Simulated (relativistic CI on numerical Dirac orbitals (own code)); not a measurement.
Cr²⁺: 3d valence photoemission

Computed with this model: Dirac-Coulomb-Breit CI, orbitals from a KLI potential per configuration, QED by a radiative potential, valence Slater integrals scaled by 0.7, multiplet model of photoemission in the sudden approximation; configurations [Ar] 3d4 → [Ar] 3d3; 300 K; Lorentzian 0.21 eV and Gaussian 0.5 eV FWHM. Energies are those of the free ion, without screening or charge transfer. The energies are binding energies and can lie tens of eV above those of solids. S is read from ⟨S²⟩ = S(S + 1).

Field parameters in Wybourne normalisation: D3d B²₀ = −7Dσ, B⁴₀ = −14Dq − 21Dτ, B⁴₃ = −14√(10/7) Dq; D4h B²₀ = −7Ds, B⁴₀ = 21(Dq − Dt), B⁴₄ = 21√(5/14) Dq; Oh B⁴₀ = 21Dq, B⁴₄ = √(5/14) B⁴₀. The field is a parameter set, without covalency.

Peaks in eV (height, largest 100): 28.6 (71), 30.5 (100), 31.5 (41).

Problem. Which surroundings give this spectrum?
A. Oh, 10Dq = 10250 cm⁻¹
B. D3d, 10Dq = 20100, Dσ = -640, Dτ = -320 cm⁻¹
C. D3d, 10Dq = 23250, Dσ = 130, Dτ = 100 cm⁻¹
D. D4h, 10Dq = 23950, Ds = 1280, Dt = 870 cm⁻¹

Solution. C. D3d, 10Dq = 23250, Dσ = 130, Dτ = 100 cm⁻¹, where the ground state has S = 1.00.
